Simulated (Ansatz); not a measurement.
Ga(Cl)2(NH2) (Cl2GaH2N), SMILES [NH2][Ga]([Cl])[Cl].

Coordinates come from a PBE0-D3(BJ)/def2-SVP optimisation. The structure was generated by enumeration; whether it is a known compound was not checked. Other conformers were not sampled.

Two levels are set side by side: PBE/def2-SVPD (Ansatz, a quantum-chemistry and plane-wave program) and CAM-B3LYP/def2-SVPD (Ansatz). Energy differences of separate SCF runs at the same geometry; the states with an electron removed or added have multiplicity 2 and 2. Differences are taken from unrounded values.

```csv
quantity,PBE
vertical ionisation energy (eV),10.07
vertical singlet–triplet gap (eV),4.86
```

These are the PBE values. What does CAM-B3LYP give? (Estimate from the structure and the level; the computed values follow.)


```json
[
 {"quantity": "vertical ionisation energy (eV)", "CAM-B3LYP": "10.55", "PBE minus CAM-B3LYP": "-0.49"},
 {"quantity": "vertical singlet–triplet gap (eV)", "CAM-B3LYP": "5.40", "PBE minus CAM-B3LYP": "-0.54"}
]
```
